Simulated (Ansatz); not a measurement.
H3NSn (SMILES [NH2][SnH]) moved off its minimum; all values from Ansatz (a first-principles code), cores frozen in correlated methods. Elements past Kr take the def2 small-core potentials, without spin–orbit coupling.
(charge 0, multiplicity 1)
```xyz
5

Sn    -0.21414     0.17831     0.26515
H     -0.57659     1.35403    -1.04145
N      0.72679    -1.08885    -1.18662
H      0.64097    -0.79459    -2.15182
H      1.04460    -1.81332    -0.82658
```

Forces at PBE/def2-TZVPP (eV/Å):

| atom | Fx | Fy | Fz |
|---|---|---|---|
| Sn1 | 0.590 | -0.672 | -0.926 |
| H2 | -0.067 | 0.042 | 0.006 |
| N3 | -4.976 | 10.324 | -2.206 |
| H4 | 0.469 | -0.835 | 0.068 |
| H5 | 3.985 | -8.858 | 3.058 |

**Question.** Give the forces (eV/Å), the total energy and the dipole at CCSD(T)/def2-TZVPPD.

**Answer.** 
```json
[
 {"atom": "Sn1", "Fx": "0.687", "Fy": "-0.744", "Fz": "-1.246"},
 {"atom": "H2", "Fx": "-0.058", "Fy": "-0.013", "Fz": "0.111"},
 {"atom": "N3", "Fx": "-5.097", "Fy": "10.474", "Fz": "-1.965"},
 {"atom": "H4", "Fx": "0.531", "Fy": "-1.001", "Fz": "0.294"},
 {"atom": "H5", "Fx": "3.937", "Fy": "-8.715", "Fz": "2.806"}
]
```
Energy -269.8842 hartree, dipole 0.48 D.
